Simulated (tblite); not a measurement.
Species: C6H10BrFSi.
Atom-mapped SMILES: `[CH2:1]=[CH:2][C@@H:3]1[CH2:4][C@@H:5]([Br:6])[CH2:7][Si@H:8]1[F:9]` (hydrogens: H10, H11 on C1; H12 on C2; H13 on C3; H14, H15 on C4; H16 on C5; H17, H18 on C7; H19 on Si8)

Computed with GFN2-xTB (tblite), gas phase: L-BFGS steps from a force-field or distance-geometry start until the largest atomic force falls under 0.01 eV/Å.

Step 76: E = -776.1979 eV
```
atom  x, y, z in Å  |  force x, y, z in eV/Å
C1     -2.8845   -0.7989   -0.2717    0.087   0.045  -0.017
C2     -1.6548   -0.6660    0.1926   -0.002  -0.012  -0.008
C3     -0.5087   -0.0878   -0.5746   -0.070   0.076   0.021
C4      0.7670   -0.9450   -0.4443   -0.022  -0.012  -0.008
C5      1.5953   -0.4128    0.7191    0.029  -0.031  -0.032
Br6     3.3462   -1.3269    0.7845   -0.018   0.014   0.004
C7      1.7511    1.0910    0.5746   -0.005  -0.005  -0.015
Si8    -0.0221    1.6214    0.1538   -0.089  -0.042  -0.019
F9     -0.0757    2.8207   -0.9245    0.038  -0.016  -0.039
H10    -3.1429   -0.5193   -1.2811    0.006   0.003   0.051
H11    -3.6816   -1.1807    0.3407   -0.028  -0.052  -0.019
H12    -1.4287   -0.9598    1.2110    0.000  -0.004  -0.034
H13    -0.8006   -0.0138   -1.6261    0.017  -0.024   0.040
H14     1.3500   -0.8729   -1.3668    0.000   0.031   0.069
H15     0.5124   -1.9967   -0.2952    0.029   0.001   0.004
H16     1.1220   -0.6523    1.6748    0.023  -0.027  -0.044
H17     2.4253    1.3224   -0.2517    0.015  -0.021  -0.052
H18     2.1865    1.5366    1.4655   -0.031  -0.011   0.064
H19    -0.8659    2.0503    1.2518    0.021   0.086   0.033
```

Step 77: E = -776.1996 eV
```
atom  x, y, z in Å  |  force x, y, z in eV/Å
C1     -2.8819   -0.8018   -0.2699   -0.036   0.031  -0.005
C2     -1.6535   -0.6687    0.1947    0.021  -0.006   0.029
C3     -0.5092   -0.0902   -0.5737   -0.063   0.087   0.031
C4      0.7673   -0.9459   -0.4465   -0.033   0.033   0.022
C5      1.5957   -0.4164    0.7180    0.016   0.017  -0.016
Br6     3.3455   -1.3271    0.7780    0.011   0.002   0.007
C7      1.7472    1.0884    0.5784   -0.001   0.025  -0.020
Si8    -0.0232    1.6210    0.1499   -0.078  -0.030   0.001
F9     -0.0681    2.8212   -0.9283    0.036  -0.030  -0.045
H10    -3.1396   -0.5214   -1.2786    0.005   0.007   0.020
H11    -3.6848   -1.1795    0.3407    0.031  -0.043  -0.038
H12    -1.4297   -0.9605    1.2134    0.017  -0.009  -0.018
H13    -0.8034   -0.0174   -1.6236    0.010  -0.021   0.005
H14     1.3484   -0.8699   -1.3684    0.028   0.036   0.035
H15     0.5146   -1.9968   -0.3011    0.015  -0.052   0.014
H16     1.1243   -0.6562    1.6743    0.012  -0.046  -0.045
H17     2.4231    1.3263   -0.2437    0.037  -0.028  -0.071
H18     2.1760    1.5385    1.4707   -0.030  -0.042   0.065
H19    -0.8584    2.0660    1.2481    0.004   0.069   0.029
```

Step 78: E = -776.2013 eV
```
atom  x, y, z in Å  |  force x, y, z in eV/Å
C1     -2.8779   -0.8120   -0.2633   -0.022   0.042  -0.002
C2     -1.6502   -0.6674    0.2009   -0.026   0.004   0.003
C3     -0.5127   -0.0865   -0.5756   -0.049   0.037   0.019
C4      0.7657   -0.9416   -0.4541   -0.019   0.024   0.022
C5      1.5918   -0.4201    0.7162   -0.012   0.047  -0.004
Br6     3.3369   -1.3364    0.7819    0.024   0.004  -0.003
C7      1.7439    1.0858    0.5839    0.005   0.036  -0.033
Si8    -0.0227    1.6239    0.1415   -0.026   0.026   0.011
F9     -0.0459    2.8277   -0.9353    0.025  -0.068  -0.028
H10    -3.1399   -0.5399   -1.2727    0.023   0.016  -0.003
H11    -3.6812   -1.1887    0.3459    0.025  -0.062   0.003
H12    -1.4239   -0.9505    1.2212    0.019  -0.011  -0.014
H13    -0.8145   -0.0197   -1.6237    0.016  -0.014   0.003
H14     1.3493   -0.8552   -1.3742    0.014   0.030   0.046
H15     0.5148   -1.9951   -0.3187    0.018  -0.023   0.011
H16     1.1169   -0.6627    1.6700    0.001  -0.047  -0.046
H17     2.4265    1.3277   -0.2320    0.036  -0.034  -0.060
H18     2.1630    1.5373    1.4810   -0.030  -0.071   0.048
H19    -0.8496    2.0828    1.2394   -0.020   0.065   0.028
```

Problem. Estimate the geometry and energy of step 79. (The exact step hangs on the optimiser's Hessian estimate; all steps are aligned on step 78, rigid shifts and turns removed.)

Solution. E = -776.2029 eV, largest force 0.088 eV/Å
```
atom  x, y, z in Å  |  force x, y, z in eV/Å
C1     -2.8755   -0.8175   -0.2591   -0.057   0.024   0.013
C2     -1.6473   -0.6662    0.2015   -0.072   0.015  -0.007
C3     -0.5148   -0.0823   -0.5780   -0.004  -0.007   0.016
C4      0.7638   -0.9387   -0.4577   -0.015   0.028   0.040
C5      1.5900   -0.4224    0.7148   -0.035   0.059   0.005
Br6     3.3332   -1.3400    0.7794    0.042   0.003  -0.012
C7      1.7400    1.0843    0.5890    0.008   0.032  -0.035
Si8    -0.0243    1.6263    0.1369    0.019   0.067   0.038
F9     -0.0290    2.8304   -0.9404    0.016  -0.078  -0.029
H10    -3.1441   -0.5509   -1.2680    0.035   0.023  -0.014
H11    -3.6759   -1.1975    0.3530    0.044  -0.054  -0.001
H12    -1.4191   -0.9443    1.2218    0.030  -0.020   0.012
H13    -0.8170   -0.0185   -1.6252    0.001  -0.007  -0.021
H14     1.3506   -0.8501   -1.3746    0.013   0.034   0.012
H15     0.5123   -1.9923   -0.3256    0.014  -0.028   0.007
H16     1.1163   -0.6715    1.6668   -0.021  -0.038  -0.024
H17     2.4260    1.3271   -0.2243    0.034  -0.022  -0.040
H18     2.1531    1.5341    1.4905   -0.027  -0.081   0.021
H19    -0.8480    2.0995    1.2315   -0.027   0.051   0.019
```

The energy changes by -0.0016 eV. The first-order estimate −F·Δx gives -0.0021 eV and the mean of the old and new forces, exact on a quadratic surface, -0.0016 eV. The step makes an angle of 77° with the force vector and moves no atom by more than 0.019 Å.

The cost below is that of the whole relaxation. The run took 5.6 s wall, 3.5 s CPU on an Intel Xeon at 2.50 GHz with one thread, shared host with 64 logical CPUs at a one-minute load of 63.
